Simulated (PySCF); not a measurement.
# Reading the logs of faulty runs: BClGeH3N

All numbers below are calculated, not measured. They come from PySCF 2.14.0, an open-source quantum chemistry program, on an isolated molecule that a program drew, which may never have been made. The molecule is BClGeH3N (charge 0, singlet), drawn as the SMILES string `ClB[NH][GeH]`.

Each row is a Hartree-Fock (HF) and frozen-core CCSD(T) single point in the cc-pV(D+d)Z basis, meant for a local HF minimum. Run 1 is clean. Each other run has one planted mistake out of seven kinds, and not every kind appears here: one electron removed, one electron added, multiplicity raised by two, geometry at a saddle point, minimal basis STO-3G, one bond length entered in bohr, all coordinates scaled. The reference is restricted for singlets and unrestricted otherwise, and also for a bond in bohr. Adding or removing an electron swaps singlet and doublet. Electrons count all cores. HOMO and LUMO are orbital energies over both spins, the gradient is its largest component, and the lowest frequency (negative if imaginary) is given only where the gradient is small. Bond lengths are over the 6 bonds as drawn. T1 is the CCSD diagnostic: over 0.02 (restricted) or 0.045 (unrestricted) a single reference is doubtful. Germanium has the cc-pVDZ-PP basis, with a core potential (ECP10MDF) in place of its 10 inner electrons, and its 3s, 3p and 3d shells are frozen in CCSD(T).

Geometry of the clean run:
```xyz
7
BClGeH3N, angstrom
Cl   -2.3679   -0.7042   -1.9449
B    -1.2673   -0.4690   -0.5550
N     0.0113   -1.0457   -0.5354
Ge    0.8505   -2.1184   -1.8252
H    -1.6778    0.1993    0.3458
H     0.5337   -0.8417    0.2975
H     2.1732   -2.2589   -0.9492
```

| run | electrons | basis functions | <S^2> | HOMO (eV) | LUMO (eV) | gradient (hartree/bohr) | lowest frequency (cm^-1) | mean bond (Å) | longest bond (Å) | T1 | HF (hartree) | CCSD(T) (hartree) | mistake |
|---|---|---|---|---|---|---|---|---|---|---|---|---|---|
| 1 | 64 | 89 | 0.000 | -9.45 | 0.55 | 2.2e-05 | 124 | 1.4764 | 1.876 | 0.0142 | -833.84560 | -834.37119 | no fault |
| 2 | 63 | 89 | 0.776 | -16.22 | -7.61 | 5.7e-02 | - | 1.4764 | 1.876 | 0.0235 | -833.53268 | -834.03515 | one electron removed |
| 3 | 65 | 89 | 0.768 | -0.78 | 7.49 | 4.9e-02 | - | 1.4764 | 1.876 | 0.0176 | -833.84917 | -834.38593 | one electron added |
| 4 | 64 | 89 | 2.009 | -7.67 | -0.68 | 3.6e-02 | - | 1.4764 | 1.876 | 0.0171 | -833.78558 | -834.29308 | multiplicity raised by two |
| 5 | 64 | 89 | 0.000 | -9.11 | 0.81 | 6.6e-02 | - | 1.3775 | 1.750 | 0.0123 | -833.80816 | -834.32554 | ? |
| 6 | 64 | 89 | 0.875 | -9.01 | -0.23 | 9.7e-03 | - | 1.7416 | 3.380 | 0.0488 | -833.70303 | -834.20594 | ? |

**Which mistake was planted in run 5, and what did it cost?**

The mean and the longest bond both change by the same factor, 0.933, and the gradient is no longer small. So the mistake is: all coordinates scaled. Subtracting run 1 and multiplying by 627.51 kcal/mol a hartree, the energy moved by 23.5 kcal/mol in HF and 28.6 kcal/mol in CCSD(T).

**Which mistake was planted in run 6, and what did it cost?**

The mean bond changes by a factor of 1.180 and the longest by 1.802, so the molecule wasn't scaled as a whole. A length L in bohr read as angstrom grows by (1/0.5292 - 1) L = 0.890 L. The 6 bonds together grew by 6 x 0.2652 = 1.591 Å, which gives L = 1.788 Å. That is bond Cl1-B2, 1.788 Å in the clean geometry. So the mistake is: one bond length entered in bohr. Subtracting run 1 and multiplying by 627.51 kcal/mol a hartree, the energy moved by 89.5 kcal/mol in HF and 103.7 kcal/mol in CCSD(T).

Cautions from the logs. Run 6: T1 is over the limit, so its CCSD(T) energy is less reliable.
